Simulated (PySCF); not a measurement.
## Correlation energy of P²⁺ (phosphorus, charge +2)

[Ne] 3s2 3p1, 2P determinant. Calculation: PySCF 2.14, in cc-pV(T+d)Z (5s4p3d1f, 39 functions); the non-relativistic Hamiltonian (point nucleus). Frozen: [Ne]; 3 electrons correlated.

MP2 pair energies summed by pair of shells (mhartree):

```
 pair  energy  share (%)
3s-3s  -25.18       54.7
3s-3p  -20.86       45.3
```

Total MP2 correlation energy: -46.04 mhartree.

Same-spin part -2.93 and opposite-spin part -43.12 mhartree; SCS-MP2 scales them by 1/3 and 6/5 to -52.71 mhartree.

```json
{"level": "CCSD", "correlation energy (mhartree)": "-65.00"}
{"level": "(T)", "correlation energy (mhartree)": "-1.05"}
{"level": "CCSD(T)", "correlation energy (mhartree)": "-66.05"}
```

Diagnostics: T1 = 0.012, D1 = 0.0273, largest double amplitude 0.108.

Cost of the coupled-cluster step: 0.28 s of wall time on 1 thread of Intel(R) Xeon(R) 6975P-C (shared host), for 3 correlated electrons.
